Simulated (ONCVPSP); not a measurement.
# Scattering properties, ONCV potential for Si

Si (Z = 14), optimised norm-conserving Vanderbilt (ONCV), made with ONCVPSP 4.0.1 (PBE, scalar-relativistic). Core [He], reference 2s2 2p6 3s1.5 3p2.5. Waves: 2s+3s: rc 0.85 bohr, ncon 4, nbas 7, qcut 18.3 1/bohr, 2 projectors; 2p+3p: rc 0.85 bohr, ncon 3, nbas 8, qcut 19.6 1/bohr, 3 projectors, debl 0.5 Ha. Local part: polynomial inside 0.65 bohr (lpopt 4, dvloc0 2 Ha). Core correction: none.

The phase is arctan(r·R′/R) of the radial function R(r), unwrapped; energies in Ha, scanned from -7 to 5 Ha. A pole is an energy at which the radial function vanishes at the test radius. The pseudo phase is shifted by a multiple of π to meet the all-electron one at the reference energy, and phase errors are pseudo minus all-electron; the curves can meet again beyond the range given. Levels narrower than the energy grid can be missing from the lists of poles.

| channel | radius (bohr) | reference energy (Ha) | poles, all-electron | poles, pseudo | unbroken range about the reference energy with phases within 0.05 rad | phase error 1 Ha above the reference energy (rad) |
| --- | --- | --- | --- | --- | --- | --- |
| s | 0.86 | -0.41 | -3.11 | -3.11 | the whole range | +0.000 |
| p | 0.86 | -0.16 | -1.96 | -1.96 | the whole range | -0.000 |

Phases in the p channel:

```tsv
E (Ha)	all-electron	pseudo
-6.96	0.785	0.786
-6.32	0.594	0.594
-5.68	0.271	0.271
-5.04	-0.233	-0.233
-4.40	-0.763	-0.763
-3.76	-1.126	-1.126
-3.12	-1.345	-1.345
-2.48	-1.486	-1.486
-1.84	-1.588	-1.588
-1.20	-1.669	-1.669
-0.56	-1.739	-1.739
0.08	-1.806	-1.806
0.72	-1.874	-1.874
1.36	-1.948	-1.948
2.00	-2.035	-2.035
2.64	-2.142	-2.142
3.28	-2.280	-2.280
3.92	-2.465	-2.465
4.56	-2.715	-2.715
```
